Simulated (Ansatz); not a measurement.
Job for Ansatz (an electronic-structure program): R-SVWN5/def2-TZVPP on SiH4 (SMILES [SiH4]).

Ansatz 0.2 input:
```yaml
crystal:
  periodic: [false, false, false]
  atoms:
    - {symbol: Si, position_ang: [-0.00000000, -0.00000000, 0.00000000]}
    - {symbol: H, position_ang: [0.86054855, 0.86054855, 0.86054855]}
    - {symbol: H, position_ang: [-0.86054855, -0.86054855, 0.86054855]}
    - {symbol: H, position_ang: [-0.86054855, 0.86054855, -0.86054855]}
    - {symbol: H, position_ang: [0.86054855, -0.86054855, -0.86054855]}
basis:
  gaussian:
    orbitals: def2-TZVPP
hamiltonian:
  xc: {name: SVWN5}
scf: {lower_state_search: off}
```

The log:

```
WARN ansatz: RAYON_NUM_THREADS=4 ignored (pool sized by the plan → 4); use --threads N
Functional definition: SVWN5
these checks for a lower state are left out or cut short: stability, starts, cluster_reference, orbital_swaps, neighbouring_geometries, increment
integrals: 0.02 GiB planned
524 factors; their error is unknown
mean field: 0.22 GiB planned
mean field evaluation 1: about -7908.6991 eV, gradient 1.6e1 eV
mean field evaluation 2: about -7909.3229 eV, gradient 1.0e1 eV
mean field evaluation 4: about -7909.6849 eV, gradient 1.6e-1 eV
mean field evaluation 8: about -7909.6686 eV, gradient 1.1e-1 eV
mean field -7909.66863442 eV, -290.6749609489 hartree, gradient 6.2e-6 eV, S^2 0.000000; 0 other end points of the search recorded, 0 dependent functions left out
reference -7909.66866650 eV, -290.6749621278 hartree; 9, 9 occupied and 89, 89 virtual orbitals, 524 factors
Total energy: -7909.66866650 eV, -290.6749621278 hartree
Checks for a lower state left out: stability, starts, cluster_reference, orbital_swaps, neighbouring_geometries, increment
```

The calculation finished and met its thresholds.

Cost: roughly 0.7 core-seconds.
